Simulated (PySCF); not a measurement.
C₂H₆CdS, SMILES C[S][Cd][CH3].

Geometry: B3LYP-D3(BJ)/def2-SVP. The structure was generated by enumeration; whether it is a known compound was not checked. The def2 effective core potentials stand for the cores of Cd; spin–orbit coupling is left out. Other conformers were not sampled.

Calculation: TDA-PBE0/def2-SVPD (PySCF 2.14.0).

Vertical excitations. Gas-phase values at a fixed geometry.

```json
[
 {"state": "S1", "energy (eV)": "4.35", "λ (nm)": "285", "f": "0.006", "main pairs": "HOMO→LUMO 99 %"},
 {"state": "S2", "energy (eV)": "4.63", "λ (nm)": "268", "f": "0.015", "main pairs": "HOMO→LUMO+1 99 %"},
 {"state": "S3", "energy (eV)": "5.10", "λ (nm)": "243", "f": "0.002", "main pairs": "HOMO→LUMO+2 75 %, HOMO−1→LUMO 22 %"},
 {"state": "S4", "energy (eV)": "5.37", "λ (nm)": "231", "f": "0.006", "main pairs": "HOMO−1→LUMO+1 46 %, HOMO−1→LUMO 44 %, HOMO→LUMO+2 9 %"},
 {"state": "S5", "energy (eV)": "5.77", "λ (nm)": "215", "f": "0.000", "main pairs": "HOMO−1→LUMO+2 98 %"},
 {"state": "S6", "energy (eV)": "6.19", "λ (nm)": "200", "f": "0.702", "main pairs": "HOMO−1→LUMO+1 46 %, HOMO−1→LUMO 29 %, HOMO→LUMO+2 12 %"},
 {"state": "S7", "energy (eV)": "6.39", "λ (nm)": "194", "f": "0.000", "main pairs": "HOMO→LUMO+3 58 %, HOMO→LUMO+4 37 %"},
 {"state": "S8", "energy (eV)": "6.59", "λ (nm)": "188", "f": "0.020", "main pairs": "HOMO→LUMO+4 49 %, HOMO→LUMO+3 38 %"},
 {"state": "S9", "energy (eV)": "6.88", "λ (nm)": "180", "f": "0.052", "main pairs": "HOMO−2→LUMO 84 %"},
 {"state": "S10", "energy (eV)": "7.02", "λ (nm)": "177", "f": "0.123", "main pairs": "HOMO−2→LUMO+1 75 %"},
 {"state": "T1", "energy (eV)": "4.12", "λ (nm)": "301", "f": "0", "main pairs": "HOMO→LUMO 85 %"},
 {"state": "T2", "energy (eV)": "4.30", "λ (nm)": "289", "f": "0", "main pairs": "HOMO→LUMO+1 83 %"},
 {"state": "T3", "energy (eV)": "4.63", "λ (nm)": "268", "f": "0", "main pairs": "HOMO−1→LUMO 41 %, HOMO→LUMO+2 39 %, HOMO−1→LUMO+1 16 %"},
 {"state": "T4", "energy (eV)": "4.74", "λ (nm)": "262", "f": "0", "main pairs": "HOMO→LUMO+2 59 %, HOMO−1→LUMO 24 %, HOMO−1→LUMO+1 14 %"}
]
```
Triplets are in the Tamm–Dancoff approximation.
